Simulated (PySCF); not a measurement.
In(Me)2(NH3) (C2H9InN), SMILES [CH3][In]([CH3])<-[NH3] (connectivity only; charge and spin as stated), neutral, multiplicity 2.

Coordinates come from a B3LYP-D3(BJ)/def2-SVP optimisation. The multiplicity is an assumed one; no other spin state was optimised. The isomer is the one that the SMILES or the coordinates give; other isomers of the formula were not compared. The def2 effective core potentials stand for the cores of In; spin–orbit coupling is left out.

The numbers are results of PySCF with B3LYP-D3(BJ)/def2-SVP, not measurements.

Frequencies are harmonic and unscaled.

Computed normal modes with their intensities:
```json
[
 {"mode": "1", "ν (cm⁻¹)": "26", "IR (km/mol)": "0.0", "moving atoms (share of kinetic energy)": "H 99 %"},
 {"mode": "2", "ν (cm⁻¹)": "66", "IR (km/mol)": "0.1", "moving atoms (share of kinetic energy)": "H 98 %"},
 {"mode": "3", "ν (cm⁻¹)": "66", "IR (km/mol)": "0.1", "moving atoms (share of kinetic energy)": "H 96 %"},
 {"mode": "4", "ν (cm⁻¹)": "86", "IR (km/mol)": "2.3", "moving atoms (share of kinetic energy)": "H 33 %, C 33 %, N 30 %"},
 {"mode": "5", "ν (cm⁻¹)": "95", "IR (km/mol)": "4.3", "moving atoms (share of kinetic energy)": "C 41 %, H 32 %, N 16 %, In 11 %"},
 {"mode": "6", "ν (cm⁻¹)": "113", "IR (km/mol)": "1.1", "moving atoms (share of kinetic energy)": "C 52 %, H 31 %, In 16 %"},
 {"mode": "7", "ν (cm⁻¹)": "212", "IR (km/mol)": "8.9", "moving atoms (share of kinetic energy)": "N 72 %, H 16 %, In 12 %"},
 {"mode": "8", "ν (cm⁻¹)": "404", "IR (km/mol)": "3.0", "moving atoms (share of kinetic energy)": "C 62 %, H 32 %"},
 {"mode": "9", "ν (cm⁻¹)": "419", "IR (km/mol)": "0.3", "moving atoms (share of kinetic energy)": "H 61 %, C 27 %, N 8 %"},
 {"mode": "10", "ν (cm⁻¹)": "420", "IR (km/mol)": "25.4", "moving atoms (share of kinetic energy)": "H 74 %, C 15 %, N 9 %"},
 {"mode": "11", "ν (cm⁻¹)": "447", "IR (km/mol)": "63.1", "moving atoms (share of kinetic energy)": "H 43 %, C 41 %, In 12 %"},
 {"mode": "12", "ν (cm⁻¹)": "592", "IR (km/mol)": "0.1", "moving atoms (share of kinetic energy)": "H 88 %, C 12 %"},
 {"mode": "13", "ν (cm⁻¹)": "627", "IR (km/mol)": "16.8", "moving atoms (share of kinetic energy)": "H 84 %, C 14 %"},
 {"mode": "14", "ν (cm⁻¹)": "648", "IR (km/mol)": "32.5", "moving atoms (share of kinetic energy)": "H 83 %, C 15 %"},
 {"mode": "15", "ν (cm⁻¹)": "694", "IR (km/mol)": "66.2", "moving atoms (share of kinetic energy)": "H 81 %, C 18 %"},
 {"mode": "16", "ν (cm⁻¹)": "1113", "IR (km/mol)": "118.2", "moving atoms (share of kinetic energy)": "H 83 %, N 16 %"},
 {"mode": "17", "ν (cm⁻¹)": "1119", "IR (km/mol)": "7.2", "moving atoms (share of kinetic energy)": "H 82 %, C 18 %"},
 {"mode": "18", "ν (cm⁻¹)": "1142", "IR (km/mol)": "3.5", "moving atoms (share of kinetic energy)": "H 84 %, C 16 %"},
 {"mode": "19", "ν (cm⁻¹)": "1424", "IR (km/mol)": "0.2", "moving atoms (share of kinetic energy)": "H 94 %"},
 {"mode": "20", "ν (cm⁻¹)": "1426", "IR (km/mol)": "4.2", "moving atoms (share of kinetic energy)": "H 94 %"},
 {"mode": "21", "ν (cm⁻¹)": "1432", "IR (km/mol)": "4.0", "moving atoms (share of kinetic energy)": "H 94 %"},
 {"mode": "22", "ν (cm⁻¹)": "1439", "IR (km/mol)": "0.2", "moving atoms (share of kinetic energy)": "H 95 %"},
 {"mode": "23", "ν (cm⁻¹)": "1629", "IR (km/mol)": "19.4", "moving atoms (share of kinetic energy)": "H 95 %"},
 {"mode": "24", "ν (cm⁻¹)": "1629", "IR (km/mol)": "16.9", "moving atoms (share of kinetic energy)": "H 95 %"},
 {"mode": "25", "ν (cm⁻¹)": "3014", "IR (km/mol)": "41.3", "moving atoms (share of kinetic energy)": "H 98 %"},
 {"mode": "26", "ν (cm⁻¹)": "3015", "IR (km/mol)": "24.2", "moving atoms (share of kinetic energy)": "H 98 %"},
 {"mode": "27", "ν (cm⁻¹)": "3115", "IR (km/mol)": "14.3", "moving atoms (share of kinetic energy)": "H 91 %, C 9 %"},
 {"mode": "28", "ν (cm⁻¹)": "3116", "IR (km/mol)": "23.3", "moving atoms (share of kinetic energy)": "H 91 %, C 9 %"},
 {"mode": "29", "ν (cm⁻¹)": "3131", "IR (km/mol)": "3.0", "moving atoms (share of kinetic energy)": "H 91 %, C 9 %"},
 {"mode": "30", "ν (cm⁻¹)": "3132", "IR (km/mol)": "23.8", "moving atoms (share of kinetic energy)": "H 91 %, C 9 %"},
 {"mode": "31", "ν (cm⁻¹)": "3461", "IR (km/mol)": "4.9", "moving atoms (share of kinetic energy)": "H 98 %"},
 {"mode": "32", "ν (cm⁻¹)": "3583", "IR (km/mol)": "23.3", "moving atoms (share of kinetic energy)": "H 92 %, N 8 %"},
 {"mode": "33", "ν (cm⁻¹)": "3593", "IR (km/mol)": "23.0", "moving atoms (share of kinetic energy)": "H 92 %, N 8 %"}
]
```
